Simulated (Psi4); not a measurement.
cyclobutane (C₄H₈), singlet, at a GFN2-xTB geometry, atoms displaced at random by about 0.03 Å a coordinate; R2SCAN/STO-3G, gradient (Psi4).

Input for Psi4:
```
memory 2 GB

molecule mol {
0 1
C     0.009892    1.068375    0.122490
C     0.011011   -1.092160    0.122215
C    -1.065812   -0.012668   -0.018243
C     1.083421    0.020361   -0.105407
H    -0.022442    1.886051   -0.717839
H    -0.001414    1.535604    1.056321
H     0.022146   -1.827459   -0.766828
H     0.041694   -1.593729    1.030009
H    -1.852060   -0.011036    0.736557
H    -1.562068    0.026511   -1.050288
H     1.851830   -0.039702    0.671597
H     1.552710    0.037747   -1.061268
symmetry c1
no_reorient
no_com
}

set {
  basis sto-3g
  reference rks
}

gradient('r2scan')
print_variables()
```

Write the output that Psi4 gives for this input, abridged.


```
gradient() will perform analytic gradient computation.

   => Loading Basis Set <=

    Name: STO-3G
    Role: ORBITAL
    Keyword: BASIS

         ---------------------------------------------------------
                                   SCF
               by Justin Turney, Rob Parrish, Andy Simmonett
                          and Daniel G. A. Smith
                              RKS Reference
         ---------------------------------------------------------

  ==> Geometry <==

    Molecular point group: c1
    Full point group: C1

    Geometry (in Angstrom), charge = 0, multiplicity = 1:

       Center              X                  Y                   Z               Mass
    ------------   -----------------  -----------------  -----------------  -----------------
         C            0.009892000000     1.068375000000     0.122490000000    12.000000000000
         C            0.011011000000    -1.092160000000     0.122215000000    12.000000000000
         C           -1.065812000000    -0.012668000000    -0.018243000000    12.000000000000
         C            1.083421000000     0.020361000000    -0.105407000000    12.000000000000
         H           -0.022442000000     1.886051000000    -0.717839000000     1.007825032230
         H           -0.001414000000     1.535604000000     1.056321000000     1.007825032230
         H            0.022146000000    -1.827459000000    -0.766828000000     1.007825032230
         H            0.041694000000    -1.593729000000     1.030009000000     1.007825032230
         H           -1.852060000000    -0.011036000000     0.736557000000     1.007825032230
         H           -1.562068000000     0.026511000000    -1.050288000000     1.007825032230
         H            1.851830000000    -0.039702000000     0.671597000000     1.007825032230
         H            1.552710000000     0.037747000000    -1.061268000000     1.007825032230

  Running in c1 symmetry.

  Rotational constants: A =      0.36282  B =      0.35846  C =      0.21211 [cm^-1]
  Rotational constants: A =  10877.11088  B =  10746.50414  C =   6358.76641 [MHz]
  Nuclear repulsion =  127.439856482278429

  Charge       = 0
  Multiplicity = 1
  Electrons    = 32
  Nalpha       = 16
  Nbeta        = 16

  ==> Algorithm <==

  SCF Algorithm Type is DF.
  DIIS enabled.
  MOM disabled.
  Fractional occupation disabled.
  Guess Type is SAD.
  Energy threshold   = 1.00e-08
  Density threshold  = 1.00e-08
  Integral threshold = 1.00e-12

  ==> Primary Basis <==

  Basis Set: STO-3G
    Blend: STO-3G
    Number of shells: 20
    Number of basis functions: 28
    Number of Cartesian functions: 28
    Spherical Harmonics?: true
    Max angular momentum: 1

  ==> DFT Potential <==

   => LibXC <=

    Version 7.1.2
    S. Lehtola, C. Steigemann, M. J. T. Oliveira, and M. A. L. Marques,  SoftwareX 7, 1–5 (2018) (10.1016/j.softx.2017.11.002)

   => Composite Functional: R2SCAN <=

    r2SCAN Meta-GGA XC Functional  (0.1021/acs.jpclett.0c02405)
    J. W. Furness, A. D. Kaplan, J. Ning, J. P. Perdew, J. Sun  J. Phys. Chem. Lett.  11, 8208–8215, 2020

    Deriv               =              1
    GGA                 =           TRUE
    Meta                =           TRUE

    Exchange Hybrid     =          FALSE
    MP2 Hybrid          =          FALSE

   => Exchange Functionals <=

    1.0000   XC_MGGA_X_R2SCAN

   => Correlation Functionals <=

    1.0000   XC_MGGA_C_R2SCAN

   => LibXC Density Thresholds  <==

    XC_MGGA_C_R2SCAN:  1.00E-15
    XC_MGGA_X_R2SCAN:  1.00E-11

   => Molecular Quadrature <=

    Radial Scheme          =       TREUTLER
    Pruning Scheme         =           NONE
    Nuclear Scheme         =       TREUTLER

    Blocking Scheme        =         OCTREE
    BS radius alpha        =              1
    Pruning alpha          =              1
    Radial Points          =             75
    Spherical Points       =            302
    Total Points           =         254068
    Total Blocks           =           1940
    Max Points             =            256
    Max Functions          =             28
    Weights Tolerance      =       1.00E-15

   => Loading Basis Set <=

    Name: (STO-3G AUX)
    Role: JKFIT
    Keyword: DF_BASIS_SCF

  ==> Integral Setup <==

  SCF_SUBTYPE=INCORE selected. In-core MEM_DF algorithm will be used.
  Using in-core AOs.

  ==> MemDFJK: Density-Fitted J/K Matrices <==

    J tasked:                   Yes
    K tasked:                    No
    wK tasked:                   No
    Algorithm:                 Core
    Schwarz Cutoff:           1E-12
    Mask sparsity (%):       0.5102
    Fitting Condition:        1E-10

   => Auxiliary Basis Set <=

  Basis Set: (STO-3G AUX)
    Blend: DEF2-UNIVERSAL-JKFIT
    Number of shells: 148
    Number of basis functions: 444
    Number of Cartesian functions: 516
    Spherical Harmonics?: true
    Max angular momentum: 4

  Minimum eigenvalue in the overlap matrix is 1.8764633019E-01.
  Reciprocal condition number of the overlap matrix is 6.9276036026E-02.
    Using symmetric orthogonalization.

  ==> Pre-Iterations <==

  SCF Guess: Superposition of Atomic Densities via on-the-fly atomic UHF (no occupation information).

   -------------------------
    Irrep   Nso     Nmo
   -------------------------
     A         28      28
   -------------------------
    Total      28      28
   -------------------------

  ==> Iterations <==

                           Total Energy        Delta E     RMS |[F,P]|

   @DF-RKS iter SAD:  -153.00536799195635   -1.53005e+02   0.00000e+00
   @DF-RKS iter   1:  -155.23481997873424   -2.22945e+00   2.60864e-03 ADIIS/DIIS
   @DF-RKS iter   2:  -155.23535384570059   -5.33867e-04   2.19385e-03 ADIIS/DIIS
   @DF-RKS iter   3:  -155.23782181555151   -2.46797e-03   1.42613e-04 ADIIS/DIIS
   @DF-RKS iter   4:  -155.23783140962342   -9.59407e-06   4.22638e-05 DIIS
   @DF-RKS iter   5:  -155.23783226416120   -8.54538e-07   6.08968e-06 DIIS
[...]
  @DF-RKS Final Energy:  -155.23783228297947
    Total Energy =                       -155.2378322829794683
[...]

Properties computed using the SCF density matrix

 Multipole Moments:

 ------------------------------------------------------------------------------------
     Multipole            Electronic (a.u.)      Nuclear  (a.u.)        Total (a.u.)
 ------------------------------------------------------------------------------------

 L = 1.  Multiply by 2.5417464519 to convert [e a0] to [Debye]
 Dipole X            :         -0.4845218            0.4941029            0.0095811
 Dipole Y            :          0.1495108           -0.1560252           -0.0065145
 Dipole Z            :         -1.1738277            1.1803059            0.0064782
 Magnitude           :                                                    0.0132741

 ------------------------------------------------------------------------------------

         ------------------------------------------------------------
                                   SCF GRAD
                          Rob Parrish, Justin Turney,
                       Andy Simmonett, and Alex Sokolov
         ------------------------------------------------------------

  ==> Geometry <==

    Molecular point group: c1
    Full point group: C1

    Geometry (in Angstrom), charge = 0, multiplicity = 1:

       Center              X                  Y                   Z               Mass
    ------------   -----------------  -----------------  -----------------  -----------------
         C            0.009892000000     1.068375000000     0.122490000000    12.000000000000
         C            0.011011000000    -1.092160000000     0.122215000000    12.000000000000
         C           -1.065812000000    -0.012668000000    -0.018243000000    12.000000000000
         C            1.083421000000     0.020361000000    -0.105407000000    12.000000000000
         H           -0.022442000000     1.886051000000    -0.717839000000     1.007825032230
         H           -0.001414000000     1.535604000000     1.056321000000     1.007825032230
         H            0.022146000000    -1.827459000000    -0.766828000000     1.007825032230
         H            0.041694000000    -1.593729000000     1.030009000000     1.007825032230
         H           -1.852060000000    -0.011036000000     0.736557000000     1.007825032230
         H           -1.562068000000     0.026511000000    -1.050288000000     1.007825032230
         H            1.851830000000    -0.039702000000     0.671597000000     1.007825032230
         H            1.552710000000     0.037747000000    -1.061268000000     1.007825032230

  Nuclear repulsion =  127.439856482278429

  ==> Basis Set <==

  Basis Set: STO-3G
    Blend: STO-3G
    Number of shells: 20
    Number of basis functions: 28
    Number of Cartesian functions: 28
    Spherical Harmonics?: true
    Max angular momentum: 1

  ==> DFJKGrad: Density-Fitted SCF Gradients <==

    Gradient:                    1
    J tasked:                  Yes
    K tasked:                   No
    wK tasked:                  No
    Integrals threads:           1
    Schwarz Cutoff:          1E-12
    Fitting Condition:       1E-10

   => Auxiliary Basis Set <=

  Basis Set: (STO-3G AUX)
    Blend: DEF2-UNIVERSAL-JKFIT
    Number of shells: 148
    Number of basis functions: 444
    Number of Cartesian functions: 516
    Spherical Harmonics?: true
    Max angular momentum: 4

  ==> DFT Potential <==

   => LibXC <=

    Version 7.1.2
    S. Lehtola, C. Steigemann, M. J. T. Oliveira, and M. A. L. Marques,  SoftwareX 7, 1–5 (2018) (10.1016/j.softx.2017.11.002)

   => Composite Functional: R2SCAN <=

    r2SCAN Meta-GGA XC Functional  (0.1021/acs.jpclett.0c02405)
    J. W. Furness, A. D. Kaplan, J. Ning, J. P. Perdew, J. Sun  J. Phys. Chem. Lett.  11, 8208–8215, 2020

    Deriv               =              1
    GGA                 =           TRUE
    Meta                =           TRUE

    Exchange Hybrid     =          FALSE
    MP2 Hybrid          =          FALSE

   => Exchange Functionals <=

    1.0000   XC_MGGA_X_R2SCAN

   => Correlation Functionals <=

    1.0000   XC_MGGA_C_R2SCAN

   => LibXC Density Thresholds  <==

    XC_MGGA_C_R2SCAN:  1.00E-15
    XC_MGGA_X_R2SCAN:  1.00E-11

   => Molecular Quadrature <=

    Radial Scheme          =       TREUTLER
    Pruning Scheme         =           NONE
    Nuclear Scheme         =       TREUTLER

    Blocking Scheme        =         OCTREE
    BS radius alpha        =              1
    Pruning alpha          =              1
    Radial Points          =             75
    Spherical Points       =            302
    Total Points           =         254068
    Total Blocks           =           1940
    Max Points             =            256
    Max Functions          =             28
    Weights Tolerance      =       1.00E-15

  -Total Gradient:
     Atom            X                  Y                   Z
    ------   -----------------  -----------------  -----------------
       1        0.011824605181    -0.050723473250     0.086863307031
       2       -0.009594636272     0.014253298142     0.111747703434
       3        0.044741504079    -0.005596581147     0.029359033787
       4       -0.018100310986     0.023565194728    -0.052311537556
       5        0.000004509563     0.028588979756    -0.037021842953
       6       -0.005299354980    -0.022076489976    -0.046012560452
       7        0.004392317448    -0.013893385062    -0.034805150813
       8       -0.004141301724     0.025545978627    -0.050370638557
       9        0.007353212362    -0.000268607407    -0.006242805382
      10       -0.014024466173     0.005918600609    -0.028492026782
      11       -0.009114598216    -0.007169525776    -0.000265257109
      12       -0.008015983796     0.001858208509     0.027635640527

  Variable Map:
  ----------------------------------------------------------------------------
[...]
  Array Variable Map:
  ----------------------------------------------------------------------------
[...]
[...]
```
